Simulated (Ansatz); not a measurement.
C5H14BrNSn, SMILES `C[CH2][Sn]([CH3])([Br])[N](C)C` at its PBE0-D4/def2-TZVP geometry, where that method's forces vanish. The species carries charge 0 and has multiplicity 1. Sn takes the def2 core potential.

```xyz
22

C     0.0690   -2.2820    1.7009
C    -0.9004   -1.1123    1.6240
Sn   -0.8776   -0.1590   -0.2920
C    -2.3324    1.3506   -0.7082
Br   -1.3109   -1.9250   -2.0147
N     1.0227    0.4080   -0.6751
C     1.3649    0.9074   -1.9819
C     1.8084    0.9934    0.3796
H     0.0328   -2.7576    2.6853
H    -0.1685   -3.0437    0.9551
H     1.0994   -1.9663    1.5226
H    -0.6733   -0.3485    2.3731
H    -1.9294   -1.4340    1.8009
H    -2.2287    2.1747   -0.0012
H    -2.1765    1.7200   -1.7214
H    -3.3330    0.9260   -0.6310
H     2.4259    0.7175   -2.1947
H     0.7858    0.3945   -2.7540
H     1.2017    1.9928   -2.0944
H     1.7038    2.0896    0.4536
H     1.5399    0.5691    1.3514
H     2.8760    0.7847    0.2217
```

What forces (eV/Å) does PBE-D4/def2-TZVPP give on these atoms in Ansatz? (An estimate is asked.)

The calculation gave: 
```
C1  -0.005  0.010 -0.005
C2   0.024 -0.062  0.106
Sn3 -0.196  0.001  0.082
C4  -0.091  0.087 -0.032
Br5 -0.048 -0.204 -0.203
N6   0.177 -0.144 -0.030
C7  -0.021  0.017 -0.085
C8   0.013  0.015  0.085
H9   0.000 -0.102  0.195
H10 -0.037 -0.156 -0.144
H11  0.206  0.050 -0.032
H12  0.037  0.160  0.134
H13 -0.205 -0.046  0.020
H14  0.027  0.151  0.137
H15  0.032  0.067 -0.191
H16 -0.187 -0.085  0.015
H17  0.229 -0.034 -0.051
H18 -0.116 -0.101 -0.161
H19 -0.022  0.243 -0.043
H20 -0.005  0.249  0.031
H21 -0.049 -0.079  0.201
H22  0.236 -0.038 -0.030
```
